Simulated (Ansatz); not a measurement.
CH$_{5}$ClGeOSi, SMILES `[SiH3][C@H]1[O][Ge@@H]1[Cl]`. Total charge 0; spin multiplicity 1. All single points use the PBE0-D4/def2-TZVP geometry.

```xyz
10

Si    0.358   -0.095    1.611
C     0.423    0.480   -0.169
O     0.973   -0.482   -1.127
Ge   -0.770   -0.179   -1.487
Cl   -1.068    0.925   -3.283
H     1.729   -0.295    2.148
H    -0.353    0.929    2.422
H    -0.382   -1.383    1.673
H     0.759    1.504   -0.352
H    -1.668   -1.404   -1.438
```

Task: What is the dipole moment at ωB97M-V/def2-TZVPP? (Estimate.)

Result: Computed: 2.08 D, with components (-1.78, 0.11, 1.08) D in this frame, pointing from negative to positive charge.

Task: And with PBE, r2SCAN, B3LYP? (An estimate is asked.)

Result: Computed: PBE 1.81 D, r2SCAN 1.90 D, B3LYP 2.03 D.

Task: Give the Mulliken charges with ωB97M-V, r2SCAN, PBE in def2-TZVPP. (An estimate is asked.)

Result: The calculation gave: 
```tsv
atom	ωB97M-V	r2SCAN	PBE
Si1	0.21	0.32	0.22
C2	-0.13	-0.03	-0.03
O3	-0.42	-0.42	-0.36
Ge4	0.46	0.49	0.43
Cl5	-0.24	-0.28	-0.25
H6	-0.02	-0.06	-0.05
H7	-0.03	-0.07	-0.05
H8	-0.03	-0.07	-0.06
H9	0.12	0.08	0.10
H10	0.07	0.04	0.04
```

B3LYP here is the variant with VWN-RPA as its local correlation; programs differ in this.
